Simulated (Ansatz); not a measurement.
Cl2F2Ga2H2, SMILES `[F][Ga@H-]1[Cl+][Ga@@H-]([F])[Cl+]1` at its PBE0-D4/def2-TZVP geometry, where that method's forces vanish. Charge 0, multiplicity 1.

```tsv
atom	x (Å)	y (Å)	z (Å)
F1	-0.532	-2.686	-0.121
Ga2	-0.573	-1.260	0.882
Cl3	-1.550	0.379	-0.459
Ga4	0.548	1.354	-0.749
F5	1.016	0.924	-2.372
Cl6	1.523	-0.278	0.601
H7	-1.062	-1.192	2.341
H8	0.632	2.759	-0.123
```

Task: For each bond, give half the difference of the two atoms' forces along it (eV/Å; positive pushes the atoms apart) under PBE-D4, r2SCAN-D4, B3LYP-D4, ωB97M-V in def2-TZVPP. (Estimate.)

Result: Computed: 
| bond | length (Å) | PBE-D4 | r2SCAN-D4 | B3LYP-D4 | ωB97M-V |
| --- | --- | --- | --- | --- | --- |
| F1–Ga2 | 1.744 | 0.48 | 0.03 | 0.24 | 0.13 |
| Ga2–Cl3 | 2.332 | 0.11 | 0.03 | 0.17 | 0.05 |
| Ga2–Cl6 | 2.332 | 0.11 | 0.03 | 0.17 | 0.05 |
| Ga2–H7 | 1.540 | -0.13 | -0.12 | -0.20 | -0.20 |
| Cl3–Ga4 | 2.332 | 0.11 | 0.03 | 0.17 | 0.05 |
| Ga4–F5 | 1.744 | 0.48 | 0.03 | 0.24 | 0.13 |
| Ga4–Cl6 | 2.332 | 0.11 | 0.03 | 0.17 | 0.05 |
| Ga4–H8 | 1.540 | -0.13 | -0.12 | -0.20 | -0.20 |

B3LYP here is the variant with VWN-RPA as its local correlation; programs differ in this.
